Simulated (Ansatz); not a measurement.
# Pulling the pair apart

The pair of K⁺ (SMILES [K+], atom 1) and CO (SMILES [C-]#[O+], atoms 2–3), both closed shells, in one local arrangement (a lower one may exist), relaxed at PBE0-D4/def2-TZVP:

| atom | x (Å) | y (Å) | z (Å) |
| --- | --- | --- | --- |
| K1 | -0.0963 | -0.0283 | -2.4411 |
| C2 | 0.0260 | 0.0076 | 0.6626 |
| O3 | 0.0703 | 0.0206 | 1.7785 |

CO is shifted rigidly along the line between the mean atom positions of the two fragments (negative: closer). Counterpoise interaction energies in kJ/mol. Computed with Ansatz 0.2.0 (basis: def2-TZVPPD); correlated methods freeze the cores. The outer core shell of Li, Na, Mg and K is correlated. The def2 sets are not built for correlating such inner shells, so the correlated values are less sure here.

| shift (Å) | MP2 | wB97M-V | HF |
| --- | --- | --- | --- |
| -0.31 | -25.1 | -21.7 | -7.6 |
| -0.16 | -29.1 | -25.7 | -13.9 |
| 0.00 | -29.8 | -26.3 | -16.3 |
| 0.16 | -28.6 | -25.2 | -16.6 |
| 0.37 | -25.7 | -22.5 | -15.3 |
| 0.78 | -19.7 | -16.8 | -11.6 |
| 1.55 | -11.7 | -9.5 | -6.1 |
| 3.11 | -5.2 | -3.8 | -2.0 |

**Question.** What does CCSD(T) give at these shifts? (To be estimated.)

**Answer.** The calculation gives: -21.4, -25.7, -26.6, -25.7, -23.1, -17.5, -10.1, -4.3 kJ/mol. For zero shift, CCSD(T) at an estimated basis limit (MP2 extrapolated from triple and quadruple zeta, plus CCSD(T) − MP2 in triple zeta) gives -28.0 kJ/mol. These are counterpoise interaction energies, counted from the two frozen fragments.

T1 diagnostic: at most 0.015.

For scale, one of the runs: CCSD(T)/def2-TZVPPD, 113 basis functions, launched by `ansatz run in.yaml --threads 2 --pin off --events-out ev --progress --plain --max-ram 5222MiB`. Hardware: 2 CPU threads of an Arm Neoverse V2, shared host. Wall time about 2.2 s.
